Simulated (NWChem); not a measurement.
System: C2H2F, doublet; SMILES C=[C]F

Program: NWChem. Pople sets run with spherical d functions. Spin-unrestricted. In the optimisation the excess spin sits in a' (Cs, its own frame). Geometry: optimised at PBE0/def2-SVP, spin-unrestricted. No stability test was run on the SCF state. Vertical excitations in the gas phase; the lowest state need not have the same character in each row. Excited states of an open shell can be spin-contaminated.

**Question.** Order these by “lowest excitation (eV)”, lowest first: CAM-B3LYP/6-31+G*, TDA; BHandHLYP/6-31+G*, TDA; B3LYP/6-31+G*, TDA.

**Answer.** B3LYP/6-31+G*, TDA (2.60), CAM-B3LYP/6-31+G*, TDA (2.67), BHandHLYP/6-31+G*, TDA (2.89)
